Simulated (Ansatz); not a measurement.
C₃H₉BO (`BCC(C)O`) at its PBE0-D4/def2-TZVP geometry, where that method's forces vanish. The species carries charge 0 and has multiplicity 1.

```xyz
14

B     1.7743    1.2116   -0.4144
C     0.8339    0.3095    0.4313
C    -0.3734   -0.2334   -0.3063
C    -1.2250   -1.1663    0.5317
O    -1.1147    0.9122   -0.7088
H     2.5177    1.9886    0.1139
H     1.8274    1.0858   -1.6050
H     0.5214    0.7866    1.3674
H     1.4817   -0.5293    0.7424
H    -0.0203   -0.7711   -1.1997
H    -1.5766   -0.6528    1.4300
H    -0.6546   -2.0476    0.8356
H    -2.0986   -1.5143   -0.0281
H    -1.8932    0.6204   -1.1900
```

(1) What forces (eV/Å) does r2SCAN-D4/def2-TZVPP give on these atoms in the Gaussian-basis code of Ansatz? (Estimate.)

Results:

(1) The calculation gave: 
```
B1   0.039  0.024 -0.018
C2   0.110  0.098  0.033
C3   0.124 -0.292 -0.026
C4  -0.083 -0.088  0.073
O5  -0.111  0.325 -0.047
H6  -0.024 -0.024 -0.016
H7  -0.013  0.000  0.034
H8  -0.010 -0.015  0.013
H9  -0.010  0.001  0.007
H10  0.014 -0.014 -0.022
H11  0.007 -0.002 -0.011
H12 -0.008  0.009 -0.001
H13  0.007  0.007  0.006
H14 -0.042 -0.029 -0.026
```
